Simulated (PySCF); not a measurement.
Ga(F)(Cl)(vinyl) (C2H3ClFGa), SMILES [F][Ga]([CH]=C)[Cl].

Geometry: ωB97X-D3(BJ)/def2-SVP. The structure was generated by enumeration; whether it is a known compound was not checked. Other conformers were not sampled.

These are CAM-B3LYP/def2-TZVP (PySCF) values and carry that method's errors.

The molecule is in vacuum.

```
Quantity                                                                                                        Value
---------------------------------------------------------------------------------------------  ----------------------
total energy                                                                                      -2563.14846 hartree
highest occupied level                                                                                      -10.12 eV
lowest empty level                                                                                           -0.78 eV
orbital gap                                                                                                   9.34 eV
dipole moment                                                                                                  3.35 D
quadrupole, principal values (traceless, Buckingham form, about the centre of nuclear charge)   -5.61, 2.63, 2.98 D·Å
mean static polarisability                                                                       58.4 bohr³ (8.66 Å³)
polarisability, principal values                                                               39.0, 64.3, 72.0 bohr³
```
